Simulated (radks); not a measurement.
Numerical settings for the gold ion Au50+, [Ar] 3d10 4s1. Method: scalar-relativistic Kohn-Sham, r2SCAN, spin-polarised, spherical densities, finite nucleus; open shells are filled with parallel spins first (spin-orbit coupling, left out, can overturn this in heavy ions); meta-GGA in the generalised Kohn-Sham scheme; Fermi nuclear charge, rms radius 5.4371 fm; computed with a radial shooting solver on a logarithmic mesh with Libxc functionals. The defaults (mesh step 0.008 in ln r, mesh end at 40 bohr or more with all orbitals vanishing there, Anderson mixing 0.5 over 9 steps, residual threshold near 1e-9 with the energy settled to 1e-9 hartree or 1e-11 of itself, here a cap of 66 iterations) give E = -17149.745 hartree and 4s at -2922.9 eV in 9 iterations. Run on one thread of a shared host, so times are rough (Arm Neoverse V1): 0.12 s of CPU time, 0.12 s wall, 9 iterations on 2189 mesh points. Changes against that run (0 stands for a change within the tolerance of the run):

setting                     iterations  converged  E (mhartree)  e(4s) (meV)  CPU (s)
mesh step in ln r 0.003             11        yes             0     +0.00451     0.36
mesh step in ln r 0.02               9        yes      -0.00939      +0.0106     0.06
mesh step in ln r 0.2               66         no      diverged            -     0.28
mesh end (bohr) 3                    9        yes             0            0     0.12
mesh end (bohr) 1                    9        yes         +1.69        +49.9     0.11
residual threshold 1e-13            53        yes             0      +0.0106     0.36
residual threshold 1e-16            66         no             0      +0.0106     0.41
mixing 0.2                          11        yes             0      +0.0285     0.15
linear mixing, mixing 0.05          66         no         -91.9    -2.47e+04     0.81
linear mixing, mixing 0.2           66         no             0       -0.235     0.71
mixing history 3                    12        yes             0            0     0.15
iteration cap 2                      2         no     +4.35e+04    -6.18e+05     0.03

Settings that end as converged yet miss the energy by more than 1 mhartree: mesh end (bohr) 1 (+0.00169 hartree). A mesh that ends early acts as a hard wall.
